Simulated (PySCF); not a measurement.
# Spin states of Cu₂⁺

Unrestricted PBE0; Cu cc-pVDZ-PP with ECP10; scalar-relativistic core potentials (PySCF 2.14). Outer shells of the fragments: Cu+ 3d10; Cu 3d10 4s1.

Followed along the bond (rough minima from three points):

```
2Ms+1  unpaired  ⟨S²⟩ at the start  R at minimum (Å)  Te (eV)
    2       σ ↑               0.77              2.38     0.00
    2       π ↑               0.76  none in the scan   ≤ 0.86
    2       δ ↑               0.75  none in the scan   ≤ 1.20
    4     σ ↑↑↑               3.76  none in the scan   ≤ 2.66
```

Solutions found at the starting distance of 2.370 Å, counted from the lowest of them; the search is not exhaustive and high or unbound solutions are not listed, so other states can lie among these:

```
2Ms+1   unpaired  term  E (eV)  ⟨S²⟩  ⟨Lz²⟩
    2        σ ↑   ²Σ⁺    0.00  0.77   0.00
    2        π ↑    ²Π    0.97  0.76   1.01
    2        δ ↑    ²Δ    1.23  0.75   4.02
    4      σ ↑↑↑   ⁴Σ⁺    2.69  3.76   0.00
    4  σ ↑↑, δ ↑    ⁴Δ    3.26  3.76   4.00
    4  σ ↑↑, π ↑    ⁴Π    3.41  3.76   1.02
```

A term symbol is given only where ⟨S²⟩ and ⟨Lz²⟩ are close to those of a pure state; real π, δ and φ orbitals otherwise mix terms, and g/u labels are left off.

Counting both spins, an empty level lies below a filled one in some of these solutions, because spin and occupation are held. With d or f electrons several states lie close, and the lowest PBE0 determinant need not be the measured ground state.
